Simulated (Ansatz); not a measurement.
Two isomers of C2H5BO: A = `OB1CC1`, B = `B/C=C/O`.

Program: Ansatz. Geometries: PBE0-D4/def2-TZVP. ΔE: electronic, gas phase. CCSD(T)/CBS is the MP2 limit (def2-TZVPP, def2-QZVPP) plus CCSD(T) − MP2 in def2-TZVPP, frozen cores. This one scheme is used for every species. Functionals use def2-TZVPP. B3LYP here is the variant with VWN-RPA as its local correlation; programs differ in this. Each species was taken in one conformer, which may not be the lowest.

Which isomer does CCSD(T)/CBS put lower? Give the gap. (Estimate.)

The calculation gave: A, by 102.4 kJ/mol.

Give E(B) − E(A) in kJ/mol with r2SCAN-D4, MP2/def2-TZVPP, B3LYP, CCSD/def2-TZVPP, ωB97M-V, HF/def2-TZVPP, PBE0-D4. (An estimate is asked.)

The calculation gave: r2SCAN-D4 102.5, MP2/def2-TZVPP 109.4, B3LYP 91.4, CCSD/def2-TZVPP 102.7, ωB97M-V 107.3, HF/def2-TZVPP 80.3, PBE0-D4 109.3. None reverses the order clearly.

Largest T1 diagnostic: 0.013.

From PBE to PBE0 (25 % exact exchange), in def2-TZVPP and without D4, E(B) − E(A) moves by +8.0 kJ/mol. In def2-TZVPP, CCSD(T) changes the Hartree–Fock value by +19.8 kJ/mol (the triples alone add −2.7 kJ/mol) and MP2 by +29.1 kJ/mol.
